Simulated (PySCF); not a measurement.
Molecule: SMILES C[C@@H]1[C@@H](F)[C@H]1OC(F)F, C₅H₇F₃O.

Bonds (- single, = double, # triple, : aromatic): C1-C2, C2-C3, C3-F4, C3-C5, C5-O6, O6-C7, C7-F8, C7-F9, C5-C2. C1 carries H10, H11, H12; C2 carries H13; C3 carries H14; C5 carries H15; C7 carries H16. Stereochemistry as in C[C@@H]1[C@@H](F)[C@H]1OC(F)F.

Frames of a GFN2-xTB Langevin trajectory at 600 K; GIAO PBE0/pcSseg-1 shieldings in PySCF, gas phase, non-relativistic; equivalent atoms averaged within each frame.

Referencing at the same level of theory: TMS for $^{13}$C (σ = 186.93 ppm), $^{1}$H (σ = 31.72 ppm); $^{19}$F (σ = 170.95 ppm) against CFCl3; H2O for $^{17}$O (σ = 336.08 ppm). The references are static minima.

Q: How do the shifts (ppm) fluctuate along the trajectory?

A: 
```
         time (fs)     C7    C3    C5    C1    C2      F8      F9      F4     O6   H16
               250  121.4  85.1  83.4  28.9  17.0   -79.8   -89.0  -245.6  125.3  8.20
               425  127.7  98.5  71.6  23.5  14.8   -23.2   -70.6  -215.4  105.3  9.06
               625  130.1  71.3  78.8  24.1  16.9   -69.7   -50.1  -267.1   91.0  7.05
               800  132.2  84.1  55.4  23.2  24.8   -58.2   -68.2  -250.8  114.9  7.45
              1000  123.3  90.1  73.4  16.6  19.3  -112.0  -103.5  -220.0  106.1  5.89
    mean of frames  126.9  85.8  72.5  23.2  18.6   -68.6   -76.2  -239.8  108.5  7.53
standard deviation    4.5   9.9  10.6   4.4   3.9    32.3    20.5    21.7   12.7  1.19
```

5 frames give an uncertainty of the mean of about the standard deviation over 2.2 at best, since frames this close in time may not be independent; classical motion lacks zero-point vibration, and the reference would need the same averaging.
